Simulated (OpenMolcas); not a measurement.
Levels of Xe VII by method

```yaml
Program: OpenMolcas 26.06
Basis: ANO-RCC-VTZP [7s6p4d2f1g]
Scalar_Hamiltonian: DKH2, point nucleus
Active_space: 2 electrons in 9 orbitals (RAS2 5s 5p; RAS3 5d, at most 2 electrons)
State_averaging: 2S+1 = 3 even, 3 roots; 2S+1 = 1 even, 7 roots; 2S+1 = 3 odd, 3 roots; 2S+1 = 1 odd, 3 roots
Spin-orbit_coupling: state interaction with AMFI integrals over the reference wave functions, term energies averaged over their components
```

Methods on the same reference wave functions:
A. RASSCF
B. SS-RASPT2, IPEA 0.25 Eh, imaginary shift 0.1 Eh (closed shells correlated: 4d)
C. MS-RASPT2, IPEA 0.25 Eh, imaginary shift 0.1 Eh (closed shells correlated: 4d)
D. XMS-RASPT2, IPEA 0.25 Eh, imaginary shift 0.1 Eh (closed shells correlated: 4d)

Energies in eV above 5s² ¹S₀, the measured ground level; measured values from Saloman, J. Phys. Chem. Ref. Data 33, 765 (2004).

| Level | A | B | C | D | Measured |
| --- | --- | --- | --- | --- | --- |
| 5s² ¹S₀ | 0.0000 | 0.0000 | 0.0000 | 0.0000 | 0.0000 |
| 5s 5p ³P°₀ | 11.3194 | 12.060 | 12.120 | 12.198 | 11.9200 |
| 5s 5p ³P°₁ | 11.8453 | 12.553 | 12.613 | 12.690 | 12.4543 |
| 5s 5p ³P°₂ | 13.2636 | 14.004 | 14.064 | 14.142 | 14.0940 |
| 5s 5p ¹P°₁ | 18.1991 | 17.612 | 17.672 | 17.734 | 17.7619 |
| 5p² ³P₀ | 27.7097 | 27.990 | 28.049 | 28.124 | 27.7319 |
| 5p² ¹D₂ [60 %] | 28.6913 | 29.435 | 29.495 | 29.575 | 29.2727 |
| 5p² ³P₁ | 28.8241 | 29.161 | 29.221 | 29.291 | 29.0972 |
| 5p² ³P₂ [60 %] | 30.5445 | 31.072 | 31.132 | 31.209 | 31.2258 |

Deviations, from unrounded energies. A percentage is the sum of absolute deviations over the sum of measured energies, with the sign that they share, or ± where signs differ.

| Against measurement | Levels | A | B | C | D |
| --- | --- | --- | --- | --- | --- |
| mean absolute deviation (cm-1) | 8 | 4100 | 1100 | 1200 | 1500 |
| other configurations (%) | 8 | ±2.3 | ±0.6 | ±0.7 | ±0.9 |

B lies closest to measurement on these levels and A furthest from it. The largest miss of B in the table is 5p² ³P₀, by +2100 cm-1. The ranking rests on the paired levels alone, and a cruder setting can come out closer through cancelling errors.

Among B to D the level of the table that moves most is 5p² ¹D₂ [60 %], by 1100 cm-1 (lowest in B, highest in D). Moves below CASPT2's spread within the term are not significant.

The lowest spin-free term lies below A's lowest term by 0.420 hartree in B, 0.423 hartree in C, 0.427 hartree in D.

CASPT2 does not keep the components of a term degenerate, so their means are used; among the terms shown or strongly mixed into the levels shown the widest spread is 110 cm-1 (5s 5p ¹P°, D). Active for correlation alone: 5d; no level in the range computed is led by a configuration that fills it, so any true level of that kind is missing. Some terms mix strongly with configurations of 5d, whose occupation reaches 0.19 (5p² ¹D). Computed and measured levels are paired by configuration, term and J; levels that our copy of the source lacks, or whose pairing is in doubt (as where it misses far off the trend of its configuration), stay unpaired and out of the deviations. Levels of configurations outside the active space are missing. Levels that lie high or do not pair safely by name in every column are left out.

A share in square brackets marks a mixed level and gives the weight of the term that names it, the lowest over the columns. ° marks odd parity.
